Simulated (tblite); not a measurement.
What does the GFN2-xTB structure of InChI=1S/C6H9OPS/c1-2-8(7)6-4-3-5-9-6/h3-5,8H,2H2,1H3 look like in three dimensions?

Z-matrix in Å and degrees, rows numbered from 1:
```
C 
C   1  1.5216
P   2  1.8325  1  108.06
O   3  1.4617  2  115.12  1    59.06
C   3  1.7935  2  106.66  1  -173.46
C   5  1.3648  3  125.58  2  -127.38
C   6  1.4096  5  112.74  3   179.96
C   7  1.3587  6  112.53  5    -0.00
S   8  1.7162  7  112.35  6    -0.13
H   1  1.0879  2  111.14  3  -177.58
H   1  1.0884  2  109.71  3   -57.16
H   1  1.0892  2  110.25  3    61.79
H   2  1.0945  1  110.87  3   117.15
H   2  1.0910  1  111.67  3  -121.39
H   3  1.3979  2  102.66  1   -65.26
H   6  1.0754  5  122.18  3    -0.22
H   7  1.0750  6  123.87  5   179.91
H   8  1.0722  7  128.34  6   179.92
```

P3 (phosphoryl phosphorus) is distorted tetrahedral (angles from 102.7° to 115.1°). The 5-membered ring C5–C6–C7–C8–S9 has internal angles of 90.9° to 112.7° (sum 540°, against 540° for a flat polygon); it is planar, 0.00 Å rms from its mean plane, widest ring torsion 0°. The 4 C–C bonds span 1.359 Å (C7–C8, aromatic) to 1.522 Å (C1–C2, drawn single), a spread of 0.163 Å. Of the pairs four or more bonds apart, S9···H14 is among the closest relative to their van der Waals radii: 3.12 Å, 104 % of the sum of Bondi's values.

Structure optimised with GFN2-xTB, isolated species.

Point group: C1 (no symmetry element, even within 0.4 Å). Its GFN2-xTB frequencies are all real (lowest 37 cm⁻¹). The numbers are those of one conformer (C1–C2–P3–O4 59°, C2–P3–C5–C6 -127°). 3 starts were optimised and ended at 0.00, 1.28 and 1.30 kcal/mol (GFN2-xTB); the lowest of these is shown.

The numbers are calculated, not measured.
